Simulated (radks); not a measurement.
Values are calculated unless marked as measured or tabulated.
Task: Te33+, configuration [Ar] 3d1 (the NIST ground configuration). Level of theory: Dirac Kohn-Sham, PBE, spin-unpolarised, spherical densities, finite nucleus; open shells fill j = l - 1/2 first; Fermi nuclear charge, rms radius 4.7423 fm (a radial shooting solver on a logarithmic mesh with Libxc functionals). Some entries of the table are withheld. Estimate them.

orbital,occ.,eigenvalue (eV),r(max) (bohr),<1/r> (bohr^-1)
1s1/2,2,-33297.70,0.01793,55.57
2s1/2,2,-6502.233,0.1011,13.06
2p1/2,2,-6210.971,0.07769,13.01
2p3/2,4,-5932.500,0.08233,12.05
3s1/2,2,-2364.523,(1),5.086
3p1/2,2,-2254.925,0.2627,5.018
3p3/2,4,-2190.307,0.2715,4.775
3d3/2,1,(2),0.2144,4.651
3d5/2,0,(3),0.2168,4.589

Result: 
(1) 3s1/2 r(max) (bohr): 0.2780
(2) 3d3/2 eigenvalue (eV): -2021.719
(3) 3d5/2 eigenvalue (eV): -2006.796
